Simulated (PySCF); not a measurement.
## Gas-phase XPS of `C[N+]1(C)CCCC1`, computed

Species: C6H14N (charge +1).
Atom-mapped SMILES: `[CH3:1][N+:2]1([CH3:3])[CH2:4][CH2:5][CH2:6][CH2:7]1`

Computed with delta-SCF UKS SCAN, pcX-2 on the ionised atom, pcseg-1 elsewhere, spin-free X2C in PySCF 2.14.0. Each binding energy is the total energy of the core-ionised species, with the hole localised on one atom, minus that of the ground state; both are solved self-consistently, so orbital relaxation is included.

Problem. List the computed XPS lines with their assignment.

Solution. 
| atom(s) | environment | level | binding energy (eV) | above the level's lowest (eV) | count |
| --- | --- | --- | --- | --- | --- |
| N2 | ammonium nitrogen | N 1s | 412.65 | 0.00 | 1 |
| C1/C3 | N-methyl carbon | C 1s | 296.80 | +1.49 | 2 |
| C4/C7 | sp3 carbon bound to nitrogen | C 1s | 296.61 | +1.30 | 2 |
| C5/C6 | ring CH2 carbon | C 1s | 295.31 | 0.00 | 2 |

Lowest listed C 1s: C5/C6, bonded to 2 C and 2 H. Highest, 1.49 eV above it: C1/C3, bonded to N and 3 H. Summing the Pauling electronegativity differences to the bonded atoms, each weighted by its formal bond order, gives -0.70 for the lowest site and -0.56 for the highest; the largest sum, -0.21, belongs to C4/C7, 0.19 eV below the top.

Problem. Which photon wavelength matches the N 1s of N2 (atom 2) threshold?

Solution. λ = hc/E = 12398.42 eV Å / 412.65 eV = 30.046 Å.

Topologically equivalent atoms share the value of their first member; where this conformer doesn't relate them by symmetry, their own values could differ. The species carries charge +1, so core ionisation leaves charge +2. Isolated species at its PBE0-D3(BJ)/def2-SVP geometry (one conformer only).

Hardware: Arm Neoverse V1, one thread, shared host. Cost: 61 s wall.
